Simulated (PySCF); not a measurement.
Computed shifts of a molecule C2H9FSi2, KT2/pcSseg-1 (PySCF), GIAO, gas phase, atoms alike by connectivity averaged where their shifts nearly agree, in ppm (number of nuclei): ¹³C: 4.0 (1), -2.1 (1). ²⁹Si: 30.7 (1), -74.0 (1). ¹⁹F: -230.3 (1). ¹H: 5.55 (1), 4.28 (3), 0.69 (3), 0.54 (1), 0.06 (1). References: ¹³C against TMS (σ = 185.1 ppm); ²⁹Si against TMS (σ = 361.9 ppm); ¹⁹F against CFCl3 (σ = 127.1 ppm); ¹H against TMS (σ = 31.47 ppm), references at their B3LYP-D3(BJ)/def2-TZVP geometries, non-relativistic. Geometry: TPSSh-D3(BJ)/def2-SVP. The values are those of a single conformer.

Which structure fits?
A. C[C@@H](F)[SiH2][SiH3]
B. C[Si@H]([SiH3])CF
C. C[Si@@H](F)C[SiH3]
D. CC[Si@H](F)[SiH3]

C, C[Si@@H](F)C[SiH3]
